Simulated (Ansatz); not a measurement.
## Dissociation curves of AgCl (silver chloride)

The species is AgCl (2 atoms), meant as a singlet with charge 0. SMILES: `[Cl][Ag]`. The shape is that of a PBE0-D4/def2-TZVP optimisation.

```xyz
2

Cl    0.9876   -0.3775    0.4910
Ag   -0.9581    0.3174   -0.4870
```

The Cl1–Ag2 distance is scanned; the parts on either side stay rigid. Basis STO-3G, 19 core orbitals frozen in the correlated methods; program Ansatz 0.2.0. FCI is exact within this basis and core. Energies in eV from each method's value at 2.286 Å; methods without a U are spin-restricted; a dash marks a point that is missing or didn't converge. The shape above is that at 2.286 Å.

| distance (Å) | PBE | revPBE | BHLYP | B2PLYP | MP2 | CCSD(T) | FCI |
| --- | --- | --- | --- | --- | --- | --- | --- |
| 2.286 | 0.00 | 0.00 | 0.00 | 0.00 | 0.00 | 0.00 | 0.00 |
| 2.857 | 2.19 | 2.07 | 2.35 | 2.23 | 2.21 | 1.42 | 1.42 |
| 3.429 | 3.91 | 3.75 | 4.44 | 4.14 | 4.38 | 2.33 | 2.66 |
| 4.572 | 5.08 | 4.91 | 6.39 | 4.81 | 6.40 | – | 2.92 |
| 5.715 | 5.22 | 5.06 | 6.82 | 3.89 | 6.16 | -0.55 | 2.92 |

Departure from the FCI curve at its largest: PBE +2.30 eV at 5.71 Å; revPBE +2.14 eV at 5.71 Å; BHLYP +3.90 eV at 5.71 Å; B2PLYP +1.89 eV at 4.57 Å; MP2 +3.48 eV at 4.57 Å; CCSD(T) -3.48 eV at 5.71 Å. The curves of B2PLYP, MP2, CCSD(T) turn over, which the reference doesn't. Restricted functionals keep the electrons paired too, and rise too high.
